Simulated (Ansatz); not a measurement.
Isolated molecules relaxed with PBE0-D4/def2-TZVP in Ansatz; ΔE leaves out vibrations. CBS: MP2 limit from def2 TZ/QZ plus the TZ coupled-cluster correction, frozen cores. This one scheme is used for every species. DFT in def2-TZVPP. Elements past krypton have def2 core potentials. For In outer-core shells are correlated without core-valence functions, which leaves a few kJ/mol of doubt a bond.

Consider the cleavage of the In–Si bond: `F[SiH2][InH2]` + H₂S → `[SH][InH2]` + `F[SiH3]`.

```tsv
level	ΔE (kcal/mol)
PBE-QIDH	-21.1
BLYP	-19.8
r2SCAN	-20.7
LC-ωPBE	-19.4
```

(1) What does CCSD(T)/CBS give? (An estimate is asked.)

Largest T1 diagnostic among the species: 0.014.

Answers

(1) Ansatz gave: -21.3 kcal/mol. The listed levels differ from it by 0.2, 1.5, 0.6, 1.9 kcal/mol.

From BLYP to BHLYP (50 % exact exchange), in def2-TZVPP and without D4, ΔE moves by −1.7 kcal/mol. Leaving LDA and LC-ωPBE aside and taking each functional with its dispersion term where it has one, the values, not all of them listed here, spread over 3.2 kcal/mol, from B2PLYP to PBE-D4.
